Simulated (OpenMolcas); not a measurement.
Multiconfigurational calculation on Rh2+

Rh2+ among 6 point charges of -1.7 e arranged as a trigonal prism (D3h), 2.23 Å from the ion, with a polar angle of 56.5° against the regular 49.1°.

Input:

```
&GATEWAY
Coord
1

Rh 0.0 0.0 0.0
Basis=ANO-RCC-VDZP
Group=NoSym
NoMove
AngMom=0.0 0.0 0.0
AMFI
XField
6 Angstrom 0
1.858813 0.000000 1.231955 -1.700000
-0.929407 1.609779 1.231955 -1.700000
-0.929407 -1.609779 1.231955 -1.700000
1.858813 0.000000 -1.231955 -1.700000
-0.929407 1.609779 -1.231955 -1.700000
-0.929407 -1.609779 -1.231955 -1.700000
&SEWARD
&RASSCF
FileOrb=start.orb
Symmetry=1
Spin=4
nActEl=7 0 0
Inactive=18
Ras2=5
CIRoot=10 10 1
SDav=10
CIMx=300
Iter=120 100
PrWF=0.3
OrbListing=Nothing
MaxOrb=0
>>> COPY $Project.JobIph JOB001
&RASSCF
FileOrb=start.orb
Symmetry=1
Spin=2
nActEl=7 0 0
Inactive=18
Ras2=5
CIRoot=40 40 1
SDav=40
CIMx=300
Iter=120 100
PrWF=0.3
OrbListing=Nothing
MaxOrb=0
>>> COPY $Project.JobIph JOB002
&RASSI
NrOfJobIphs=2 10 40
1 2 3 4 5 6 7 8 9 10
1 2 3 4 5 6 7 8 9 10 11 12 13 14 15 16 17 18 19 20 21 22 23 24 25 26 27
28 29 30 31 32 33 34 35 36 37 38 39 40
IphNames
JOB001
JOB002
EJob
SpinOrbit
DIPRint=1.0
SOCoupling=1000.0
Subsets=2
Property=9
'ANGMOM' 1 'ANGMOM' 2 'ANGMOM' 3 'MLTPL  1' 1 'MLTPL  1' 2 'MLTPL  1' 3
'AMFI' 1 'AMFI' 2 'AMFI' 3
SOProperty=3
'ANGMOM' 1 'ANGMOM' 2 'ANGMOM' 3
```

A driver script runs the steps one by one and writes start.orb anew before each from the orbitals found so far.

Output, cut to the results:

```
--- SEWARD ---
Basis set label: RH.ANO-RCC...6S5P3D1F.

      Electronic valence basis set:
      ------------------
      Associated Effective Charge  45.000000 au
      Associated Actual Charge     45.000000 au
      Nuclear Model: Point charge

      Shell  nPrim  nBasis  Cartesian Spherical Contaminant
         s      21       6        X
         p      18       5        X
         d      13       3                 X
         f       6       1                 X
                  Relativistic Douglas-Kroll-Hess integrals:
                    - DKH order of Hamiltonian: 2
                    - DKH order of Properties : 0
                  Atomic mean-field integrals
--- RASSCF ---
Wave function specifications:
      -----------------------------

      Number of closed shell electrons          36
      Number of electrons in active shells       7
      Max number of holes in RAS1 space          0
      Max nr of electrons in RAS3 space          0
      Number of inactive orbitals               18
      Number of active orbitals                  5
      Number of secondary orbitals              20
      Spin quantum number                      1.5
      State symmetry                             1
Orbital specifications:
      -----------------------

      Symmetry species                           1
                                                 a
      Frozen orbitals                            0
      Inactive orbitals                         18
      Active orbitals                            5
      RAS1 orbitals                              0
      RAS2 orbitals                              5
      RAS3 orbitals                              0
      Secondary orbitals                        20
      Deleted orbitals                           0
      Number of basis functions                 43
      Number of CSFs                            10
      Number of root(s) required                10
      Iter CI   SX   CI       RASSCF       Energy    max ROT     max BLB   max BLB  Level Ln srch  Step   QN
          iter iter root      energy       change     param      element    value   shift minimum  type update
 Nr of preliminary CI iterations:   1
      Total energies have been shifted. Add                -4000.00 au
        1   1    8    0  -784.35062506    0.00E+00   9.84E-02   22  35 1  2.34E-01*  0.20   0.00    SX    NO
        2   1    9    0  -784.43557121   -8.49E-02*  3.14E-02   18  31 1  1.22E-01*  0.33   0.00    SX    NO
        3   1    8    0  -784.44821802   -1.26E-02*  1.36E-02   16  29 1 -3.34E-02*  0.27   0.00    SX    NO
        4   1    8    0  -784.45025303   -2.04E-03* -7.62E-03   18  31 1  1.57E-02*  0.29   0.00    SX    NO
        5   1    8    0  -784.45065940   -4.06E-04* -3.10E-03   16  29 1 -6.55E-03*  0.28   0.84    QN   YES
        6   1    7    0  -784.45075020   -9.08E-05* -1.52E-03   19  27 1 -1.93E-03*  0.29   1.49    LS   YES
        7   1    7    0  -784.45076129   -1.11E-05*  1.35E-03   18  31 1  1.09E-03*  0.29   1.01    QN   YES
        8   1    6    0  -784.45076663   -5.34E-06* -3.37E-04   21  24 1 -2.28E-04*  0.29   1.18    QN   YES
        9   1    5    0  -784.45076683   -2.01E-07* -1.46E-04   21  24 1 -9.66E-05   0.29   1.16    QN   YES
       10   1    5    0  -784.45076685   -2.33E-08* -9.68E-05   21  24 1 -4.04E-05   0.29   1.60    QN   YES
       11   1    4    0  -784.45076686   -6.58E-09  -8.38E-06   19  32 1  8.94E-06   0.29   1.11    QN   YES
      Convergence after 11 iterations
       12   1    4    0  -784.45076686   -2.88E-10  -8.38E-06   21  34 1 -4.16E-06   0.29   1.11    QN   YES
      Natural orbitals and occupation numbers for root  1
      sym 1:   2.000000   1.000000   2.000000   1.000000   1.000000
      Natural orbitals and occupation numbers for root  2
      sym 1:   1.000000   1.000000   2.000000   1.000000   2.000000
      Natural orbitals and occupation numbers for root  3
      sym 1:   1.247033   1.247033   1.752967   1.752967   1.000000
::    RASSCF root number  1 Total energy:  -4784.48304426
::    RASSCF root number  2 Total energy:  -4784.48304426
::    RASSCF root number  3 Total energy:  -4784.46784189
::    RASSCF root number  4 Total energy:  -4784.46784189
::    RASSCF root number  5 Total energy:  -4784.46207724
::    RASSCF root number  6 Total energy:  -4784.46188870
::    RASSCF root number  7 Total energy:  -4784.45798231
::    RASSCF root number  8 Total energy:  -4784.40870448
...
--- RASSI ---
SPIN-FREE ENERGIES:
  (Shifted by EMIN (a.u.) =      -4784.4830442636)

 SF State       Relative EMIN(au)   Rel lowest level(eV)    D:o, cm**(-1)      L_eff

     1             0.0000000000        0.0000000000              0.0000         3.0
     2             0.0000000000        0.0000000000              0.0000         3.0
     3             0.0152023750        0.4136776992           3336.5357         3.0
     4             0.0152023777        0.4136777723           3336.5362         3.0
     5             0.0209670243        0.5705417960           4601.7299         3.0
     6             0.0211555625        0.5756721818           4643.1093         3.0
     7             0.0250619557        0.6819705569           5500.4635         3.0
    11             0.0704737296        1.9176878761          15467.1958         4.1
    12             0.0704737329        1.9176879669          15467.1966         4.1
    13             0.0713906341        1.9426381198          15668.4331         4.0
    14             0.0713906434        1.9426383727          15668.4351         4.0
    15             0.0714765640        1.9449763912          15687.2925         3.9
    16             0.0714765659        1.9449764420          15687.2929         3.9
    17             0.0732953897        1.9944691598          16086.4786         3.8
     8             0.0743397809        2.0228884928          16315.6960         1.0
     9             0.0743398254        2.0228897015          16315.7058         1.0
    10             0.0765051407        2.0818109347          16790.9376         1.1
    18             0.0791249444        2.1530994225          17365.9180         4.0
    19             0.0797866231        2.1711046193          17511.1397         4.0
    20             0.0874680529        2.3801269726          19197.0187         3.6
    21             0.0922565248        2.5104279297          20247.9668         4.9
...
```

Spin-orbit levels above the lowest (labels of D3, the rotations of D3h):

```
E (cm-1)  Degeneracy  Label      2S+1                g
     0.0           2   E1/2         4   0.02 0.02 9.87
   407.4           2   E1/2         4   0.02 0.02 6.09
    1124           2   E3/2         4   0.00 0.00 2.30
    2110           2   E1/2         4   1.41 1.41 1.47
    3974           2   E3/2         4  0.00 0.00 11.90
    4149           2   E1/2         4   1.47 3.24 3.24
    4506           2   E3/2         4   0.00 0.00 3.96
    4580           2   E1/2         4   0.01 0.01 7.72
    5484           2   E1/2         4   1.99 2.06 2.06
    5631           2   E1/2         4   0.10 0.10 7.99
    6940           2   E1/2         4   0.11 0.11 4.05
    7491           2   E3/2         4   0.00 0.00 5.50
    8020           2   E3/2         4   0.00 0.00 0.10
    8122           2   E1/2         4   1.43 1.43 1.94
   15818           2   E3/2         2   0.00 0.00 9.83
   15932           2   E1/2         2   0.67 4.31 4.31
   16492           2   E3/2         2   0.00 0.00 2.56
   16756           2   E1/2  2 (73 %)   0.11 0.11 6.27
   16835           2   E1/2  4 (64 %)   1.28 2.77 2.77
   16989           2   E3/2  4 (62 %)   0.00 0.00 4.14
```

An orbital doublet at a regular site is open to a Jahn-Teller distortion, which this geometry leaves out. Without dynamic correlation the repulsion within the d shell is too large (B by tens of per cent), so at a given field states of lower spin stand too high. Point charges give a weaker field than real ligands, and real ions of this kind are as a rule low spin; the high spin found here belongs to the model. Point charges carry no covalency, so the field is a model and not that of real ligands. No measured value stands beside these numbers.
